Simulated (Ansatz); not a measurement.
Consider the redistribution: `[Cl][Ge]([Cl])([Cl])[Br]` + `C[N](C)[InH][SH]` → `[Cl][GeH]([Cl])[Br]` + `C[N](C)[In]([SH])[Cl]`.

Calculated with Ansatz (gas phase, PBE0-D4/def2-TZVP geometries, no zero-point term in ΔE). CCSD(T)/CBS is the MP2 limit (def2-TZVPP, def2-QZVPP) plus CCSD(T) − MP2 in def2-TZVPP, frozen cores. Functionals use def2-TZVPP. B3LYP here is the variant with VWN-RPA as its local correlation; programs differ in this. Elements past krypton have def2 core potentials. For Br, Ge, In outer-core shells are correlated without core-valence functions, which leaves a few kJ/mol of doubt a bond. Scalar relativity is left out up to krypton. Each species was taken in one conformer, which may not be the lowest.

Question: Is it downhill or uphill in electronic energy at CCSD(T)/CBS, and by how much? (Best estimate.)

Answer: The calculation gave: Downhill: ΔE = -58.1 kJ/mol.

Question: What do these levels give: PBE-D4, r2SCAN-D4, PBE0-D4, B3LYP-D4, ωB97X-V, B2PLYP, PBE, r2SCAN, B3LYP, MP2/def2-TZVPP, SCS-MP2/def2-QZVPP, MP2/CBS(def2)? (Best estimate.)

Answer: Computed: PBE-D4 -46.3, r2SCAN-D4 -51.6, PBE0-D4 -50.9, B3LYP-D4 -50.9, ωB97X-V -53.9, B2PLYP -55.7, PBE -49.8, r2SCAN -52.1, B3LYP -56.9, MP2/def2-TZVPP -51.9, SCS-MP2/def2-QZVPP -57.9, MP2/CBS(def2) -57.8 kJ/mol.

Largest T1 diagnostic among the species: 0.015.

In def2-TZVPP, CCSD(T) changes the Hartree–Fock value by +18.3 kJ/mol (the triples alone add +2.7 kJ/mol) and MP2 by +18.6 kJ/mol. From PBE to PBE0 (25 % exact exchange), in def2-TZVPP and without D4, ΔE moves by −3.9 kJ/mol.
